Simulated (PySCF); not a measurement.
C₈H₁₅FO.
Numbering: `[CH2:1]=[CH:2][C@@H:3]([CH3:4])[C@@:5]([CH3:6])([CH2:7][F:8])[O:9][CH3:10]` (hydrogens: H11, H12 on C1; H13 on C2; H14 on C3; H15, H16, H17 on C4; H18, H19, H20 on C6; H21, H22 on C7; H23, H24, H25 on C10)

Cartesian coordinates in Å at the PBE0-D3(BJ)/def2-SVP level; atoms count from 1:
```xyz
25
C8H15FO angstrom
C     -2.8613   -1.2551   -0.5135
C     -1.9632   -0.6694    0.2804
C     -0.9633    0.3598   -0.1579
C     -1.2620    1.7021    0.5098
C      0.5157   -0.0666    0.0494
C      0.8797   -0.2554    1.5180
C      0.7472   -1.3663   -0.7189
F      2.0011   -1.8854   -0.4741
O      1.2414    0.9941   -0.5481
C      2.6396    0.9978   -0.4625
H     -3.5918   -1.9688   -0.1239
H     -2.9023   -1.0356   -1.5857
H     -1.9745   -0.9094    1.3521
H     -1.0656    0.4988   -1.2486
H     -1.2694    1.6164    1.6077
H     -2.2533    2.0644    0.2016
H     -0.5052    2.4446    0.2223
H      1.8946   -0.6620    1.6192
H      0.1963   -0.9705    1.9978
H      0.8254    0.6993    2.0591
H      0.6562   -1.1679   -1.7998
H      0.0023   -2.1234   -0.4283
H      3.0011    1.0335    0.5813
H      2.9800    1.9121   -0.9690
H      3.1011    0.1264   -0.9554
```

Computed, not measured: PBE0-D3(BJ)/def2-SVP geometry optimisation, gas phase (PySCF 2.14.0).

Masses are those of the commonest isotopes; rigid-rotor values at the optimised geometry. The values belong to one conformer with, in the numbering `[CH2:1]=[CH:2][C@@H:3]([CH3:4])[C@@:5]([CH3:6])([CH2:7][F:8])[O:9][CH3:10]`, C1–C2–C3–C4 114°, C2–C3–C5–C6 -64°, C3–C5–C7–F8 -174°, C3–C5–O9–C10 175°.

Task: What are A, B and C (MHz)?

Result: Ia = 282.13, Ib = 510.56, Ic = 652.20 u·Å²; 505379 MHz·u·Å²/I gives A = 1791, B = 989.9, C = 774.9 MHz.

Task: Classify the top.

Result: An asymmetric top: κ = (2 × 989.9 − 1791 − 774.9)/(1791 − 774.9) = -0.58.

Task: Is it planar, by Δ = Ic − Ia − Ib?

Result: Not planar: Δ = Ic − Ia − Ib = -140.49 u·Å². For a rigid frame Δ = −2 Σ m c², so Σ m c² = 70.24 u·Å² lies off the ab plane: 24.16 from hydrogen and 46.09 from heavier atoms. The atom farthest from that plane is 2.17 Å away.

Task: Give the other two planar moments, Paa and Pbb, and the rms extents of the mass along the axes.

Result: Paa = Σ m a² = (Ib + Ic − Ia)/2 = 440.32 and Pbb = Σ m b² = (Ia + Ic − Ib)/2 = 211.88 u·Å². With the mass M = 146.11 u, the rms extents √(P/M) along a, b and c are 1.74, 1.20, 0.69 Å.

Task: Predict some low-J microwave lines.

Result: The dipole components are |μa| = 0.68 D, |μb| = 0.15 D, |μc| = 0.38 D. The squared components, which scale the intensities, stand as 1.00 : 0.05 : 0.31 (a : b : c). Some lines, for components of 0.1 D or more:

| type | branch | J(Ka,Kc) | MHz | lower level (cm⁻¹) |
| --- | --- | --- | --- | --- |
| a | Q | 3(1,2) ← 3(1,3) | 1286 | 0.361 |
| b | Q | 4(2,2) ← 4(1,3) | 2242 | 0.651 |
| b | R | 3(1,2) ← 2(2,1) | 3186 | 0.298 |
| b | Q | 5(3,2) ← 5(2,3) | 3898 | 1.035 |
| b | Q | 5(3,3) ← 5(2,4) | 4836 | 1.000 |
| b | R | 5(2,3) ← 4(3,2) | 5129 | 0.864 |
| b | R | 2(2,1) ← 1(1,0) | 6149 | 0.093 |
| a | R | 4(0,4) ← 3(0,3) | 6736 | 0.347 |
| c | R | 3(2,1) ← 2(1,1) | 7880 | 0.218 |
| c | R | 5(1,4) ← 4(0,4) | 11524 | 0.572 |
| c | R | 5(2,3) ← 4(1,3) | 11527 | 0.651 |
| c | R | 5(4,1) ← 4(3,1) | 15188 | 0.865 |

Task: Estimate the classical rotational partition function at 25 K, 100 K and 200 K.

Result: Point group C1, symmetry number σ = 1; q = (√π/σ)·√((kT/h)³/(ABC)), k/h = 20836.6 MHz/K: 18000 at 25 K, 144000 at 100 K, 407000 at 200 K.

Whether it is a minimum is left open (no frequencies). No vibrational averaging or centrifugal distortion is included, and the geometry carries the error of its method. A rigid rotor knows nothing of internal rotation, which can split or shift real lines.

Hardware: an AMD EPYC 9R14 with one thread, on a shared host. Cost: 2.5 min wall, 0.93 GiB resident at most. That covers the optimisation of the geometry.
